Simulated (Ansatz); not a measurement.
Cr2O2⁻: single points at one geometry.

```yaml
crystal:
  periodic: [false, false, false]
  atoms:
    - {symbol: Cr, position_ang: [1.218444, -0.085725, 0.056689]}
    - {symbol: Cr, position_ang: [-1.339717, 0.114690, -0.060754]}
    - {symbol: O, position_ang: [0.111144, 1.304230, 0.108735]}
    - {symbol: O, position_ang: [0.010129, -1.333195, -0.104670]}
basis:
  gaussian: {orbitals: def2-TZVPD, initial_orbitals: start.molden}
total_charge: -1
magnetization: {spin_polarized: true, initial_magnetization: 1}
hamiltonian: {xc: {name: CAM-B3LYP}, dispersion: d4}
scf: {omitted_lower_state_checks: [starts]}
output: {orbitals: {seedname: orbitals}}
```

The file start.molden holds the orbitals of an earlier run on this structure, at another level or in another basis.

```sh
$ ansatz run in.yaml --threads 4 --pin off --events-out ev --progress --plain --max-ram 3916MiB
```

Output, abridged:

```
Functional definition: CAM-B3LYP
1342 factors; their error is unknown
322 factors; integrals over basis functions are off by at most 3.1e-5 eV
mean field evaluation 1: about -60942.1617 eV, gradient 4.5e0 eV
mean field evaluation 2: about -60942.2263 eV, gradient 1.1e-1 eV
mean field evaluation 4: about -60942.3667 eV, gradient 1.5e-3 eV
mean field evaluation 8: about -60942.3667 eV, gradient 4.8e-5 eV
mean field -60942.36669812 eV, -2239.5906679362 hartree, gradient 1.3e-5 eV, S^2 4.733265; 0 other end points of the search recorded, 0 dependent functions left out
reference -60942.36679185 eV, -2239.5906713807 hartree; 33, 32 occupied and 143, 144 virtual orbitals, 1342 factors
Total energy: -60942.49483481 eV, -2239.5953768726 hartree
Checks for a lower state left out: starts
```

Hardware: 4 threads of Arm Neoverse V2 on a shared host. Wall time 16 s, peak host memory 1 GiB.

First input, but with `hamiltonian: {xc: pbe0, dispersion: d4}` (abridged; 7.5 s):

```
Functional definition: PBE0
mean field -60925.24226147 eV, -2238.9613564965 hartree, gradient 3.8e-5 eV, S^2 4.747520
Total energy: -60925.36612995 eV, -2238.9659085794 hartree
Checks for a lower state left out: starts
```

First input, but with `hamiltonian: {xc: hse06, dispersion: d4}` (abridged; 7 s):

```
Functional definition: HSE06
mean field -60924.66920230 eV, -2238.9402969605 hartree, gradient 1.7e-5 eV, S^2 4.747227
Total energy: -60924.78651205 eV, -2238.9446080145 hartree
Checks for a lower state left out: starts
```

First input, but with `hamiltonian: {xc: pbe, dispersion: d4}`, `output: {forces: true, orbitals: {seedname: orbitals}}` (abridged; 4.8 s):

```
Functional definition: PBE
mean field -60925.31568595 eV, -2238.9640547966 hartree, gradient 1.7e-5 eV, S^2 4.589806
Total energy: -60925.46470828 eV, -2238.9695312662 hartree
Atom 0 force     0.142728     0.014513     0.008617 eV/Å
Atom 1 force    -0.045232    -0.068419    -0.007723 eV/Å
Atom 2 force     0.004443     0.142388     0.011434 eV/Å
Atom 3 force    -0.101938    -0.088482    -0.012328 eV/Å
Dipole moment:     0.693124    -0.104924     0.027827 e Å
Checks for a lower state left out: starts
```

As the first input, with `hamiltonian: {xc: r2scan, dispersion: d4}` (abridged; 12 s):

```
Functional definition: r2SCAN
mean field -60938.72453436 eV, -2239.4568208865 hartree, gradient 5.4e-6 eV, S^2 4.713716
Total energy: -60938.75359537 eV, -2239.4578888592 hartree
Checks for a lower state left out: starts
```

Geometry: PBE-D4/def2-SVPD.

HSE06 is defined as in plane-wave codes, on full-range PBE exchange. At CAM-B3LYP-D4/def2-TZVPD, PBE0-D4/def2-TZVPD, HSE06-D4/def2-TZVPD, PBE-D4/def2-TZVPD and others the charge -1 doublet is spin-contaminated (final ⟨S²⟩ up to 4.75, 0.75 for a pure state). At PBE0-D4/def2-TZVPD, HSE06-D4/def2-TZVPD, PBE-D4/def2-TZVPD, r2SCAN-D4/def2-TZVPD the highest occupied level of the charge -1 doublet lies above zero (up to 0.98 eV). The electron is either unbound and held by the finite basis, or the level is raised by self-interaction error. The structure comes from a short search, and lower isomers may exist.
